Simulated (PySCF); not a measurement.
**Spinor energies of Ne⁺ (neon, charge +1)**

Start: [He] 2s2 2p5; 2p1/2 filled at m_j = -1/2, +1/2; 2p3/2 filled at m_j = -1/2, +1/2, +3/2. Calculated with PySCF 2.14 in x2c-TZVPall-2c (5s3p2d1f, 31 functions): generalised Hartree-Fock with the X2C-1e Hamiltonian and a Gaussian nucleus; one run each with spin-orbit coupling (SO) switched off, then screened by Boettger's factors.

```tsv
spinor shell	electrons	ε, spin-free (eV)	ε, screened SO (eV)	weight of nominal j (screened SO)	rms radius, screened SO (bohr)
1s1/2	2	-915.70	-915.68	1.000	0.183
2s1/2	2	-71.443	-71.438	1.000	0.943
2p1/2	2	-43.746	-43.736	0.658	0.993
2p3/2	3	-43.746	-43.757	0.772	0.993
```

| quantity | spin-free | screened SO |
| --- | --- | --- |
| E (hartree) | -127.95270 | -127.95400 |
| M_J | 3/2 | 3/2 |
| ⟨J²⟩ | 3.754 | 3.754 |
| ⟨L²⟩ | 2.002 | 2.002 |
| ⟨S²⟩ | 0.752 | 0.752 |

Each row is a mean over spinors that exchange with the open shell spreads, by up to 6.169 eV (2s1/2).

Rows whose weight is well below 1 are mixtures of j = l ± 1/2: exchange outweighs spin-orbit coupling there, and the label is only the starting occupation.

Without spin-orbit coupling the j labels of p, d and f shells carry no meaning; the spin-free column gives the mean over the occupied spinors of each nl shell.
